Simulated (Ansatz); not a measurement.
Energy difference R1 → 2 P1, each structure at its B3LYP-D3(BJ)/def2-TZVP stationary point, reached from a drawn start (curvature not checked).
P1, As2 (SMILES [As]#[As]) (charge 0, multiplicity 1):
```xyz
2

As    -1.052     0.000     0.000
As     1.052     0.000     0.000
```
R1: As4 (SMILES [As]12[As]3[As]1[As]23), charge 0, multiplicity 1.

P less R. No zero-point or thermal terms; no spin–orbit coupling.

Cores are frozen in the correlated methods. In cc and def2 sets filled d and f shells under p-block atoms count as core.

The values were computed with Ansatz (Gaussian basis) for Hartree–Fock, density functionals and correlated methods. Each number belongs to the level named beside it.

Total energies in hartree:

| structure | PBE/def2-TZVPP | PBE0/def2-TZVPP | CCSD(T)/cc-pVQZ |
|---|---|---|---|
| P1 | -4471.097638 | -4471.216093 | -4468.800341 |
| R1 | -8942.299400 | -8942.542904 | -8937.689605 |

### Question
Work out the reaction energy at each level in kJ/mol (1 hartree = 2625.49964 kJ/mol), and say how far PBE/def2-TZVPP lies from CCSD(T)/cc-pVQZ.

### Answer
- PBE/def2-TZVPP: 2 × (-4471.097638) − (-8942.299400) = 0.104124 hartree = 273.4 kJ/mol
- PBE0/def2-TZVPP: 2 × (-4471.216093) − (-8942.542904) = 0.110718 hartree = 290.7 kJ/mol
- CCSD(T)/cc-pVQZ: 2 × (-4468.800341) − (-8937.689605) = 0.088923 hartree = 233.5 kJ/mol
PBE/def2-TZVPP less CCSD(T)/cc-pVQZ: 39.9 kJ/mol. CCSD(T)/cc-pVQZ is the level counted from, the highest shown, and no exact or measured value.

Ansatz is a quantum-chemistry and plane-wave program.
